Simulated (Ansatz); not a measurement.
Wavefunction ladder for C11H14OTi, SMILES `C[O][TiH]12345678([C@H]9[C@@H]1[C@@H]2[C@@H]3[C@H]94)[C@H]1[C@@H]5[C@@H]6[C@@H]7[C@H]18`

```xyz
27

C    -1.1979   -1.0966   -2.5647
O    -0.2625   -0.8591   -1.5790
Ti    0.0712   -0.2019    0.0924
C    -0.8434    1.9305    0.5094
C    -0.8732    1.2230    1.7339
C    -1.7445    0.1293    1.5870
C    -2.2764    0.1757    0.2780
C    -1.7308    1.2900   -0.3774
C     1.9353    0.0713    1.5787
C     1.9883   -1.2369    1.0522
C     2.2180   -1.1325   -0.3360
C     2.2854    0.2308   -0.6691
C     2.1057    0.9780    0.5137
H    -0.8306   -0.7415   -3.5364
H    -2.1599   -0.6016   -2.3673
H    -1.3910   -2.1727   -2.6549
H    -0.3113   -1.6091    0.9078
H    -0.2760    2.8241    0.3015
H    -0.3153    1.4733    2.6219
H    -1.9844   -0.6016    2.3419
H    -2.9437   -0.5549   -0.1532
H    -1.9075    1.5730   -1.4045
H     1.7748    0.3261    2.6144
H     1.9058   -2.1517    1.6160
H     2.2457   -1.9543   -1.0335
H     2.4050    0.6348   -1.6630
H     2.1132    2.0544    0.5902
```

Total charge 0; spin multiplicity 1. Correlated methods include outer-core shells of Ti, which these sets cover unevenly. Scalar relativity is left out up to krypton. The structure was optimised at the PBE0-D4/def2-TZVP level. It is one conformer, not always the lowest. Frozen core, restricted reference, Ansatz.

```tsv
basis	HF (Eh)	MP2 corr.
def2-SVP	-1347.48614	-2.05357
def2-TZVPP	-1348.15588	-2.54922
def2-QZVPP	-1348.19193	-2.71491
```

Question: Estimate the CCSD correlation energy and the (T) correction in each basis where they were run (hartree).

Answer: 
```json
{"basis": "def2-SVP", "CCSD corr.": "-2.09504", "(T)": "-0.10667"}
{"basis": "def2-TZVPP", "CCSD corr.": "-2.55166", "(T)": "-0.14991"}
```
